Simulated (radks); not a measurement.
Excited configurations of Ge III: one electron is placed in a higher orbital outside [Ar] 3d10 4s1. The ground configuration is [Ar] 3d10 4s2. Calculated with a radial shooting solver on a logarithmic mesh with Libxc functionals: scalar-relativistic Kohn-Sham, BLYP, spin-polarised, spherical densities, finite nucleus; open shells are filled with parallel spins first; Fermi nuclear charge, rms radius 4.0742 fm. Excitation = E - E(ground); binding = E(ion) - E, where the ion is the core of charge +3; n* = 3/sqrt(2 binding) in atomic units, and the quantum defect is n - n*.

outer orbital  excitation (eV)  binding (eV)  quantum defect  <r> (bohr)
4p                       8.549        26.065           1.833       2.271
4d                      20.428        14.187           1.062       3.413
4f                      26.712         7.902           0.064       5.634
5s                      20.016        14.599           2.104       4.306
5p                      22.733        11.881           1.790       5.010
5d                      26.431         8.183           1.132       6.760
6p                      27.485         7.129           1.856       8.551
6d                      29.291         5.324           1.204       10.93
6f                      30.759         3.856           0.365       14.45
7s                      29.173         5.441           2.256       11.65
7f                      31.714         2.901           0.503       20.11

The Delta-SCF ionisation energy is 34.614 eV (NIST Atomic Spectra Database: 34.058 eV, measured). Self-interaction in the functional shifts the binding energies and quantum defects, so they are the method's values and not measured ones.
